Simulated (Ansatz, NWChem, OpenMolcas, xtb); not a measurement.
**Redistribution: CH2BrF + C2H6 → C2H5F + CH3Br**

Species: CH2BrF (bromofluoromethane) `FCBr`, singlet; C2H6 (ethane) `CC`, singlet; C2H5F `CCF`, singlet; CH3Br (bromomethane) `CBr`, singlet. The partners trade Br for CH3; both sit on C, so the bond types are kept.

Shapes, held fixed at every level: PBE0-D4/def2-TZVP. Programs: Ansatz 0.2.0, NWChem 7.3.0, OpenMolcas 26.06, xtb 6.7.1. A level may come from different programs for different species; with the same settings they agree closely. The zero-point and thermal change to 298 K, harmonic and unscaled (PBE0-D4/def2-TZVP), is +0.1 kJ/mol.

**The experiment to reproduce.** Tabulated heats of formation (Active Thermochemical Tables): CH2BrF -212.4; C2H6 -83.8; C2H5F -272.5; CH3Br -36.4 kJ/mol, which give ΔH(298 K) = -12.7 kJ/mol.

```tsv
level	kind	ΔH (kJ/mol)	computed − measured
GFN1-xTB	semi-empirical	+1.6	+14.4
PBE0/def2-SVP	global hybrid	-9.9	+2.9
B3LYP-D4/def2-TZVPP	global hybrid	-11.4	+1.4
r2SCAN0-D4/def2-TZVPP	global hybrid	-11.9	+0.8
wB97M-V/def2-TZVPP	range-separated hybrid	-12.7	0.0
MP2/def2-SVP	perturbation theory	-10.7	+2.1
MP2/def2-TZVPP	perturbation theory	-12.6	+0.2
CCSD/def2-TZVPP	coupled cluster or CI	-14.8	-2.1
CCSD(T)/def2-TZVPP	coupled cluster or CI	-13.4	-0.7
```

Nearest: wB97M-V/def2-TZVPP (0.0); farthest: GFN1-xTB (+14.4). 8 of 9 levels lie within 10 kJ/mol. The wrong sign comes from GFN1-xTB. Relativity is left out for Br unless named. Correlated rows may include outer-core shells of Br, which these sets cover unevenly.
